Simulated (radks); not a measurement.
Results of a calculation; reference values are marked as such.
Q: These are the eigenvalues of the occupied orbitals of an atom or ion with whole-number occupations (eV). Code: a radial shooting solver on a logarithmic mesh with Libxc functionals. Model: scalar-relativistic Kohn-Sham, PBEsol, spin-polarised, spherical densities, finite nucleus; Fermi nuclear charge, rms radius of each element as measured or else 0.836 A^(1/3) + 0.57 fm.

| orbital | eigenvalue |
|---|---|
| 1s up | -40249.00 |
| 1s down | -40248.98 |
| 2s up | -6445.691 |
| 2s down | -6445.652 |
| 2p up | -5774.133 |
| 2p down | -5774.101 |
| 3s up | -1388.600 |
| 3s down | -1388.319 |
| 3p up | -1174.986 |
| 3p down | -1174.705 |
| 3d up | -871.1859 |
| 3d down | -870.9533 |
| 4s up | -281.8426 |
| 4s down | -281.0514 |
| 4p up | -212.0912 |
| 4p down | -211.2916 |
| 4d up | -111.6848 |
| 4d down | -110.8652 |
| 5s up | -41.9085 |
| 5s down | -41.0413 |
| 5p up | -24.5229 |
| 5p down | -23.6174 |
| 4f up | -6.7253 |
| 6s up | -4.8113 |
| 5d up | -4.2960 |
| 6p up | -2.1401 |

Which element is it, and in what charge state? The configuration may be excited. Open shells, if any, are filled with parallel spins first.

A: Z = 58, cerium, charge 0: Ce in [Xe] 4f1 5d1 6s1 6p1. The list shows which subshells hold electrons but not how many an open one holds; the 1s level, -1479.1 hartree, gives Z - s = 54.4 by -(Z - s)^2/2, which with screening and relativity narrows Z to a few neighbours, and the depths of the outer levels then fix element, charge and occupations together.
